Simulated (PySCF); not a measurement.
C3H6BFO2, SMILES F[C@]1(OCB1O)C. Atoms are numbered in the order given.

```xyz
13

C     -1.8033    -0.7292    -0.2365
C     -0.5092    -0.1507     0.2590
F     -0.3006    -0.6144     1.5573
O     -0.5199     1.2555     0.2560
C      0.8031     1.4752    -0.2979
B      0.8962    -0.0850    -0.5216
O      1.7611    -0.9099    -1.1148
H     -1.7850    -1.8271    -0.1858
H     -2.6252    -0.3606     0.3964
H     -1.9935    -0.4172    -1.2730
H      0.7651     2.1330    -1.1831
H      1.4881     1.9280     0.4407
H      1.5023    -1.8381    -1.0796
```
Charge 0, spin multiplicity 1.

Geometry optimised at PBE0-D3(BJ)/def2-SVP. The structure was generated by enumeration; whether it is a known compound was not checked. Other conformers were not sampled.

These are PBE0-D3(BJ)/def2-SVP (PySCF 2.14.0) values and carry that method's errors.

Harmonic, unscaled wavenumbers; measured fundamentals usually lie a few per cent lower.

| mode | ν (cm⁻¹) | IR (km/mol) | moving atoms (share of kinetic energy) |
|---|---|---|---|
| 1 | 71 | 0.6 | O 30 %, C 29 %, H 24 %, F 15 % |
| 2 | 139 | 1.5 | C 34 %, F 28 %, O 20 %, H 18 % |
| 3 | 219 | 1.5 | H 61 %, O 22 %, C 12 % |
| 4 | 247 | 3.6 | H 53 %, O 21 %, F 14 %, C 10 % |
| 5 | 367 | 0.5 | H 30 %, C 28 %, F 23 %, O 14 % |
| 6 | 398 | 9.3 | H 30 %, B 27 %, F 16 %, O 15 %, C 12 % |
| 7 | 455 | 27.3 | H 44 %, C 19 %, B 17 %, O 11 %, F 9 % |
| 8 | 507 | 4.5 | O 35 %, F 22 %, C 18 %, H 15 %, B 11 % |
| 9 | 615 | 4.3 | O 49 %, C 29 %, H 11 % |
| 10 | 643 | 119.2 | H 74 %, O 12 %, B 9 % |
| 11 | 695 | 10.8 | C 42 %, H 19 %, F 18 %, O 15 % |
| 12 | 840 | 7.5 | H 43 %, B 28 %, C 22 % |
| 13 | 885 | 16.5 | H 49 %, B 19 %, C 16 %, O 15 % |
| 14 | 923 | 58.7 | H 48 %, C 28 %, O 18 % |
| 15 | 932 | 55.6 | H 46 %, C 28 %, F 21 % |
| 16 | 1025 | 96.5 | C 48 %, O 47 % |
| 17 | 1110 | 148.3 | H 55 %, C 17 %, B 17 %, O 11 % |
| 18 | 1130 | 106.4 | C 59 %, H 30 % |
| 19 | 1160 | 5.4 | H 87 % |
| 20 | 1197 | 120.3 | C 59 %, H 24 %, O 8 % |
| 21 | 1263 | 17.3 | H 49 %, C 35 %, O 13 % |
| 22 | 1309 | 4.1 | C 50 %, H 31 %, B 17 % |
| 23 | 1397 | 26.2 | H 57 %, C 41 % |
| 24 | 1443 | 3.1 | H 91 % |
| 25 | 1452 | 8.8 | H 93 % |
| 26 | 1453 | 2.8 | H 94 % |
| 27 | 1573 | 288.1 | B 68 %, O 19 %, C 10 % |
| 28 | 3056 | 25.1 | H 95 % |
| 29 | 3065 | 5.6 | H 97 % |
| 30 | 3112 | 13.8 | H 90 %, C 10 % |
| 31 | 3167 | 6.0 | H 91 %, C 9 % |
| 32 | 3178 | 9.2 | H 90 %, C 10 % |
| 33 | 3887 | 103.1 | H 94 % |
